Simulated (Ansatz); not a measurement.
A structure relaxed at PBE0-D4/def2-TZVP, charge 0, multiplicity 1:

Cartesian coordinates in Å:
```
F -0.8849 2.1500 0.6346
Ga 0.0715 1.2607 -0.5358
F -0.6589 0.9708 -2.1036
F 1.8065 1.5143 -0.5020
P -0.0583 -1.0305 0.4384
H -0.8120 -1.1879 1.6150
H 1.1515 -1.6374 0.8196
H -0.6153 -2.0401 -0.3663
```

Problem. Give its formula and SMILES.

Solution. F3GaH3P, `[F][Ga-]([F])([F])[PH3+]`.

Problem. Point group (tolerance 0.08 Å, 0.16 Å for H)?

Solution. C3v.

Problem. Summarise the bond lengths by kind.

Solution. 3 × F–Ga 1.754 Å; 1 × Ga–P 2.493 Å; 3 × H–P 1.406 Å.

Results of the Gaussian-basis code of Ansatz.
